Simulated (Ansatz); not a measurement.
Consider the redistribution: `N#[C][GaH2]` + `O[SiH]([SiH3])O[SiH3]` → `O[SiH]([SiH3])[GaH2]` + `N#CO[SiH3]`.

Isolated molecules relaxed with PBE0-D4/def2-TZVP in Ansatz; ΔE leaves out vibrations. CBS: MP2 limit from def2 TZ/QZ plus the TZ coupled-cluster correction, frozen cores. Functionals use def2-TZVPP. For Ga outer-core shells are correlated without core-valence functions, which leaves a few kJ/mol of doubt a bond. Scalar relativity is left out up to krypton. Each species was taken in one conformer, which may not be the lowest.

```tsv
species	PBE0 energy (Eh)
`N#[C][GaH2]`	-2018.54976
`O[SiH]([SiH3])O[SiH3]`	-1023.42504
`O[SiH]([SiH3])[GaH2]`	-2582.76089
`N#CO[SiH3]`	-459.13233
```

Question: Work out ΔE.

Answer: ΔE = (-2582.76089) + (-459.13233) − (-2018.54976) − (-1023.42504) = 0.08158 Eh = +51.2 kcal/mol. CCSD(T)/CBS gives +60.3 kcal/mol.

Largest T1 diagnostic among the species: 0.014.

From r2SCAN to r2SCAN0 (25 % exact exchange), in def2-TZVPP and without D4, ΔE moves by +1.6 kcal/mol. At CCSD(T), def2-SVP lies −6.2 kcal/mol from the extrapolated value and def2-TZVPP −0.1 kcal/mol.
